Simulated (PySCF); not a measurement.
```xyz
5

Al    -0.6535    -0.0889    -0.0299
S      1.4501    -0.6704     0.1447
H     -1.0179     1.4347    -0.1854
H     -1.7047    -1.2577     0.0110
H      1.9162     0.5881     0.0616
```

Charge 0, multiplicity 1.

**Question.** Give the Mulliken and meta-Löwdin atomic charges from PBE-D3(BJ)/def2-TZVP // B3LYP-D3(BJ)/def2-TZVP in PySCF.

**Answer.** 
| atom | Mulliken (e) | meta-Löwdin (e) |
|---|---|---|
| Al1 | 0.31 | 0.44 |
| S2 | -0.31 | -0.31 |
| H3 | -0.08 | -0.12 |
| H4 | -0.08 | -0.12 |
| H5 | 0.17 | 0.12 |
